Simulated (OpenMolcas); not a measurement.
## Cu IV: effect of the IPEA shift

```json
{
  "Program": "OpenMolcas",
  "Basis": "ANO-RCC-VTZP [6s5p3d2f1g]",
  "Scalar Hamiltonian": "DKH2, point nucleus",
  "Active space": "8 electrons in 10 orbitals (3d 4d)",
  "State averaging": "2S+1 = 3 even, 10 roots; 2S+1 = 1 even, 15 roots",
  "Spin-orbit coupling": "RASSI with atomic mean-field integrals over the reference wave functions, term energies averaged over their components"
}
```

Methods on the same reference wave functions:
A. CASSCF
B. SS-CASPT2, IPEA 0 Eh, imaginary shift 0.1 Eh (closed shells correlated: 3s 3p)
C. SS-CASPT2, IPEA 0.25 Eh, imaginary shift 0.1 Eh (closed shells correlated: 3s 3p)

Energies in eV above 3d8 3F4, the measured ground level; measured values from Sugar and Musgrove, J. Phys. Chem. Ref. Data 19, 527 (1990).

```csv
Level,A,B,C,Measured
3d8 3F4,0.0000,0.0000,0.0000,0.0000
3d8 3F3,0.2241,0.2243,0.2243,0.2308
3d8 3F2,0.3751,0.372,0.372,0.3816
3d8 1D2,2.3982,2.012,2.007,2.0145
3d8 3P2,2.8567,2.465,2.476,2.4421
3d8 3P1,2.9014,2.509,2.524,2.4917
3d8 3P0,2.9441,2.550,2.564,2.5321
3d8 1G4,3.6926,3.434,3.411,3.3368
3d8 1S0,8.7947,7.747,7.736,7.6196
```

Deviations, from unrounded energies. A percentage is the sum of absolute deviations over the sum of measured energies, with the sign that they share, or ± where signs differ.

```
                        Against measurement  Levels      A     B     C
             mean absolute deviation (cm-1)       8   3200   300   320
      fine structure of the ground term (%)       2   -2.2  -2.6  -2.6
other terms of the ground configuration (%)       6  +15.4  ±1.4  ±1.5
```

B, C lie about equally close to measurement and A furthest from it. The largest miss of B in the table is 3d8 1S0, by +1000 cm-1. The ranking rests on the paired levels alone, and a cruder setting can come out closer through cancelling errors.

Between B and C the level of the table that moves most is 3d8 1G4, by 180 cm-1 (lowest in C, highest in B). Moves below CASPT2's spread within the term are not significant.

The mean deviations of B to C differ by less than CASPT2's widest spread within a term (830 cm-1), so their order carries little weight.

From A to B the spin-free energies of the other terms of 3d8 shown, above 3F, scale by factors of 0.83 to 0.93, as is usual when dynamic correlation screens the repulsion within a d or f shell.

The lowest spin-free term lies below A's lowest term by 0.467 hartree in B, 0.463 hartree in C.

Term energies are means over components that CASPT2 splits; among the terms shown or strongly mixed into the levels shown the widest spread is 830 cm-1 (3d8 1G, B). Active for correlation alone: 4d; no level in the range computed is led by a configuration that fills it, so any true level of that kind is missing. Without dynamic correlation excited terms often stand tens of per cent too high (terms of higher spin than the ground term too low), and those without a measured partner can miss by more than the paired ones (holds for A). Measured partners are found by configuration, term and J. A level has none where our copy of the source lacks it or the pairing is in doubt (some pairs that miss far off the trend of their configuration count as doubtful), and it then counts in no deviation. Levels of configurations outside the active space are missing.
